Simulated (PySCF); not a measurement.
HgI₂. Atoms are numbered in the order given.

```xyz
3

Hg     0.0000     0.0000     0.0000
I      0.0000     0.0000    -2.6062
I      0.0000     0.0000     2.6062
```
Charge 0, spin multiplicity 1.

Geometry: PBE0-D3(BJ)/def2-SVP. The isomer is the one that the SMILES or the coordinates give; other isomers of the formula were not compared. The def2 effective core potentials stand for the cores of Hg, I; spin–orbit coupling is left out.

Calculation: M06-2X/def2-TZVPD run with PySCF.

Mulliken values depend strongly on the basis, most of all with diffuse functions as here. ESP charges are fitted to the potential on shells at 1.4 to 2.0 van der Waals radii. Atomic charges (e):

```json
[
 {"atom": "Hg1", "Mulliken": "0.65", "ESP fit": "?"},
 {"atom": "I2", "Mulliken": "-0.33", "ESP fit": "?"},
 {"atom": "I3", "Mulliken": "-0.33", "ESP fit": "?"}
]
```

**Question.** Fill in the missing entries. (Estimate from the structure and the level; the computed values follow.)

**Answer.** 
- Hg1, ESP fit: 0.42
- I2, ESP fit: -0.21
- I3, ESP fit: -0.21
